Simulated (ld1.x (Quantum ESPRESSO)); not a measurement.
Co: variants of one TM semilocal potential

Base potential:

```json
{
 "Element": "Co (Z = 27)",
 "Generator": "ld1.x (Quantum ESPRESSO) 7.5",
 "Type": "norm-conserving Troullier–Martins (semilocal form)",
 "Functional": "LDA (PZ)",
 "Relativity": "scalar-relativistic",
 "Frozen core": "[Ne]",
 "Valence charge": "17",
 "Reference configuration": "3s2 3p6 3d7 4s2 4p0",
 "Partial waves": "3p (bound): rc 1.35 bohr; 3d (bound): rc 1.50 bohr; 3s (bound): rc 0.85 bohr",
 "Local potential": "the s channel",
 "Core correction": "none"
}
```

Occupied shells without a wave of their own: 4s. They enter only through the test configuration that unscreens the potential.

All-electron outer shells of the reference configuration (LDA (PZ), scalar-relativistic, ld1.x):

```csv
shell,level (eV),outermost node (bohr),outermost maximum (bohr)
2s,-897.10,0.08,0.21
2p,-769.46,–,0.17
3s,-101.87,0.31,0.67
3p,-65.51,0.28,0.68
3d,-8.46,–,0.66
4s,-5.68,0.96,2.29
4p,-1.39,1.05,3.21
```

Cutoffs, loose and tight: the cutoffs (Ry, on a coarse ladder) from which the occupation-weighted sum of valence levels, in a spherical-Bessel basis at the reference potential, stays within 10 and 1 mRy of its value at 400 Ry. They do not see the model core or the augmentation charge, which bear on the density cutoff. Test errors are all-electron minus pseudo excitation energies from the reference, over the configurations 3s2 3p6 3d7 4s1 4p0; 3s2 3p6 3d7 4s0 4p0; 3s2 3p6 3d6 4s0 4p0; 3s2 3p6 3d6 4s2 4p0; 3s1 3p6 3d7 4s2 4p0; 3s2 3p6 3d7 4s1.5 4p0; 3s2 3p6 3d6 4s2 4p1 (two spin-polarised tests are not counted in the largest error). A dash means not determined; rows that change the core or the reference have their own tests.

In the semilocal form every listed channel keeps its own potential, so the choice of the local channel does not act on these tests. It acts once the file is put into the separable form.

A semilocal file is local in each channel, so a ghost entry of none says nothing of the separable form that plane-wave codes build from it.

| change | outcome | cutoff, loose | cutoff, tight | bound ghosts | largest test error (meV) |
| --- | --- | --- | --- | --- | --- |
| base | generated | 200 Ry | over 300 Ry | none | -492 |
| wave 3d (bound): rc 1.50 bohr becomes 3d (bound): rc 1.44 bohr | generated | 200 Ry | over 300 Ry | none | -480 |
| local potential the d channel | generated | 200 Ry | over 300 Ry | none | -491 |
| all radii scaled by about 0.88 (s 0.74, p 1.18, d 1.32 bohr) | generated | 230 Ry | over 300 Ry | none | -279 |
| functional PBEsol | generated | 200 Ry | over 300 Ry | none | -485 |
| type RRKJ, which also changes the form from semilocal to separable; rho0 0.02 | generated | 200 Ry | over 300 Ry | none | -439 |
| wave 3p (bound): rc 1.35 bohr becomes 3p (bound): rc 1.52 bohr | generated | 200 Ry | over 300 Ry | none | -495 |
| form changed from semilocal to separable (Kleinman–Bylander), still TM; local potential the p channel | generated | 200 Ry | over 300 Ry | none | -452 |

(1) What comes out with this change to the base: wave 3s (bound): rc 0.85 bohr becomes 3s (bound): rc 0.94 bohr?

(2) What comes out with this change to the base: reference 3s2 3p6 3d7 4s0 4p0?

(3) What comes out with this change to the base: core [Ar], valence charge 9; reference 3d7 4s2 4p0; waves now 4p (bound): rc 2.55 bohr; 3d (bound): rc 1.30 bohr; 4s (bound): rc 2.05 bohr?

Results:

(1) outcome: generated, misses its reference levels by 0.16 eV; cutoff, loose: 180 Ry; cutoff, tight: 300 Ry; bound ghosts: none; largest test error (meV): -877.

(2) outcome: generated; cutoff, loose: 200 Ry; cutoff, tight: over 300 Ry; bound ghosts: none; largest test error (meV): +304.

(3) outcome: generated; cutoff, loose: 140 Ry; cutoff, tight: 230 Ry; bound ghosts: none; largest test error (meV): -398.
